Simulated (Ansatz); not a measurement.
One change: `C[Se]B(Cl)Cl` becomes `ClB(Cl)[SeH]`.

Ansatz, PBE0-D4/def2-TZVP geometries, multiplicity 1. Each molecule was computed in one conformer, which needn't be the lowest.

Scalar relativity is left out up to krypton.

| property | `C[Se]B(Cl)Cl` |
| --- | --- |
| HOMO energy (ωB97M-V/def2-TZVPP) / eV | -9.41 |
| HOMO–LUMO gap (B3LYP/def2-TZVPP) / eV | 5.70 |
| HOMO energy (PBE/def2-TZVPP) / eV | -6.22 |
| LUMO energy (B3LYP/def2-TZVPP) / eV | -1.39 |
| LUMO energy (ωB97M-V/def2-TZVPP) / eV | 0.80 |
| HOMO–LUMO gap (PBE/def2-TZVPP) / eV | 4.13 |

Problem. What does the change do to each property? (Estimate.)

Solution. Ansatz gave: 
```tsv
property	`ClB(Cl)[SeH]`	shift
HOMO energy (ωB97M-V/def2-TZVPP) / eV	-9.93	-0.52
HOMO–LUMO gap (B3LYP/def2-TZVPP) / eV	5.98	0.28
HOMO energy (PBE/def2-TZVPP) / eV	-6.69	-0.47
LUMO energy (B3LYP/def2-TZVPP) / eV	-1.59	-0.20
LUMO energy (ωB97M-V/def2-TZVPP) / eV	0.62	-0.18
HOMO–LUMO gap (PBE/def2-TZVPP) / eV	4.38	0.25
```

With PBE0 the HOMO falls by 0.50 eV and the LUMO falls by 0.20 eV, so the gap widens by about 0.30 eV. PBE moves the HOMO by -0.47 eV and ωB97M-V by -0.52 eV. The zero-point energy changes by -77.9 kJ/mol with -9 modes.

B3LYP here is the variant with VWN-RPA as its local correlation; programs differ in this.

Spin–orbit coupling is left out; it splits and shifts lone-pair levels of the heavy atoms by tenths of an eV.
